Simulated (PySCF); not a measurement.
Species: [W(NMe)F4]-, CH3F4NW (charge -1 and doublet state).
Bonds: W1–N2, W1–F7, W1–F8, W1–F9, W1–F10, N2–C3. Hydrogens: H4, H5, H6 on C3.

Theory: PBE0-D3(BJ)/def2-SVP geometry optimisation, gas phase, def2 core potentials past Kr in PySCF 2.14.0.

**Question.** List the bond lengths and angles at this level.

**Answer.** 
```csv
bond,length (Å)
W1–N2,1.743
W1–F7 and 3 like bonds,1.940
N2–C3,1.405
"C3–H4, C3–H5, C3–H6",1.108
```

Bonds in one row agree within 0.01 Å and their mean is given. A selection of angles:
```csv
angle,degrees
N2–W1–F7,108.7
N2–W1–F9,108.4
F7–W1–F8,84.1
F7–W1–F9,142.9
W1–N2–C3,179.6
N2–C3–H4,112.1
H4–C3–H5,106.8
```

W1 (tungsten bonded to 4 F and N) is square pyramidal (τ5 = (β − α)/60° = 0.00 from the two widest angles, 142.9° and 142.8° (0 for a square pyramid, 1 for a trigonal bipyramid)). All 4 F–W bonds measure 1.940 Å.

No PBE0-D3(BJ)/def2-SVP frequencies stand behind this structure, so it isn't proved a minimum. ⟨S²⟩ = 0.756 (exact for a doublet: 0.75). The geometry's basis has no diffuse functions, a weakness for an anion.

Caution for open-shell metal species: one SCF solution and one stationary point were followed, and a lower state or a bent or distorted shape isn't ruled out.
